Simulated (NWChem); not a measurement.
System: GeNH₂Cl, singlet; SMILES [NH2][Ge][Cl]

Input file for NWChem:

```
start job
memory heap 200 mb stack 900 mb global 1100 mb
geometry units angstroms noautoz
  Ge     0.470645     0.520238     0.000000
  Cl    -0.156099    -1.629605     0.000000
  N     -1.233627     1.196295     0.000000
  H     -2.080827     0.618247     0.000000
  H     -1.433292     2.201113     0.000000
end
basis spherical
  * library def2-svp
end
dft
  xc xpbe96 cpbe96
  iterations 150
  mulliken
end
task dft energy
```

Low-valent species are run as closed-shell singlets; no triplet was tried in these runs. Coordinates come from a PBE-D3(BJ)/def2-SVP optimisation.

### Question
Predict the main results of this run. (PBE/def2-SVP.) Quantities: energy (Ha); highest occupied level (eV); orbital gap (eV); dipole (D).

### Answer
```yaml
energy (Ha): -2592.21
highest occupied level (eV): -6.26
orbital gap (eV): 3.86
dipole (D): 2.91
```
